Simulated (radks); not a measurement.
These are the eigenvalues of the occupied orbitals of an atom or ion with whole-number occupations (hartree). Method: scalar-relativistic Kohn-Sham, LDA (Slater exchange, Perdew-Wang correlation), spin-polarised, spherical densities, finite nucleus; Fermi nuclear charge, rms radius of each element as measured or else 0.836 A^(1/3) + 0.57 fm; computed with a radial shooting solver on a logarithmic mesh with Libxc functionals.

1s down: -1839.916
1s up: -1839.916
2s up: -304.4239
2s down: -304.4198
2p up: -271.1383
2p down: -271.1354
3s up: -68.04457
3s down: -67.94408
3p up: -57.72855
3p down: -57.62890
3d up: -44.05809
3d down: -43.98011
4s up: -14.33142
4s down: -14.10927
4p up: -10.92831
4p down: -10.70854
4d up: -6.21624
4d down: -6.00099
5s up: -2.59249
5s down: -2.48085
5p up: -1.74434
5p down: -1.65952
4f up: -1.11254
6d up: -0.30034

Which element is it, and in what charge state? The configuration may be excited. Open shells, if any, are filled with parallel spins first.

Answer. Z = 64, gadolinium, charge +2: Gd2+ in [Xe] 4f7 6d1. The list shows which subshells hold electrons but not how many an open one holds; the 1s level, -1839.9 hartree, gives Z - s = 60.7 by -(Z - s)^2/2, which with screening and relativity narrows Z to a few neighbours, and the depths of the outer levels then fix element, charge and occupations together.
